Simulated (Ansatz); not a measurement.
C₃H₉In, charge +1, doublet, geometry from GFN2-xTB (such geometries of metal compounds can be far from the true shape) (a state made from the parent by changing its charge; the spin is typed, not shown lowest) (core potentials on In). Base run: PBE/def2-SV(P) (Ansatz, a quantum-chemistry and plane-wave program).

The Ansatz input:
Ansatz 0.2 input:
```yaml
crystal:
  periodic: [false, false, false]
  atoms:
    - {symbol: In, position_ang: [-0.01459449, 0.12307668, -0.08003243]}
    - {symbol: C, position_ang: [-1.21332375, -1.90868512, 0.19751126]}
    - {symbol: H, position_ang: [-0.58880252, -2.67841394, -0.24526533]}
    - {symbol: H, position_ang: [-2.12601746, -1.71911321, -0.35790670]}
    - {symbol: H, position_ang: [-1.36965118, -2.03756831, 1.26400781]}
    - {symbol: C, position_ang: [-0.21507133, 2.01031358, -1.29366667]}
    - {symbol: H, position_ang: [0.68750489, 2.11902042, -1.89540330]}
    - {symbol: H, position_ang: [-0.32159150, 2.84485438, -0.60032830]}
    - {symbol: H, position_ang: [-1.09837796, 1.90884052, -1.92477681]}
    - {symbol: C, position_ang: [1.50549555, -0.75577286, 1.52126054]}
    - {symbol: H, position_ang: [2.31397170, -0.03254945, 1.49570674]}
    - {symbol: H, position_ang: [1.79109384, -1.74329790, 1.17263736]}
    - {symbol: H, position_ang: [0.96439733, -0.76766314, 2.46228666]}
basis:
  gaussian:
    orbitals: def2-SV_P_.json
hamiltonian:
  xc: pbe
total_charge: 1
magnetization: {spin_polarized: true, initial_magnetization: 1}
```
The basis file holds def2-SV(P) in the JSON format of the Basis Set Exchange.

The base run was repeated with changes; each row names its change, and settings that it needs were set with it.

```
change                                                                 basis functions       E (Eh)
---------------------------------------------------------------------  ---------------  -----------
base                                                                                86   -309.24713
basis = x2c-SVPall; relativity = none                                              123  -5743.24189
basis = x2c-SVPall; relativity = spin-free X2C; nucleus = Gaussian                 123  -5999.06480
basis = jorge-DZP-DKH; relativity = none                                           138  -5800.95729
basis = x2c-TZVPall; relativity = spin-free X2C; nucleus = Gaussian                207  -5999.83953
basis = x2c-SVPall; relativity = spin-free X2C                                     123  -5999.17506
basis = jorge-DZP-DKH; relativity = spin-free X2C; nucleus = Gaussian              138  -5994.74932
basis = jorge-DZP-DKH; relativity = spin-free X2C                                  138  -5994.87428
basis = x2c-TZVPall; relativity = spin-free X2C                                    207  -5999.96355
basis = x2c-TZVPall; relativity = none                                             207  -5755.74219
```

Total energies compare only within one method and basis.

Ansatz warned in this series: the basis is contracted for relativity, which the run leaves out.

Basis sets contracted for a relativistic Hamiltonian are a mismatch without it, so the rows without relativity aren't non-relativistic limits. No row has spin-orbit coupling; sets with core potentials leave out the core electrons.
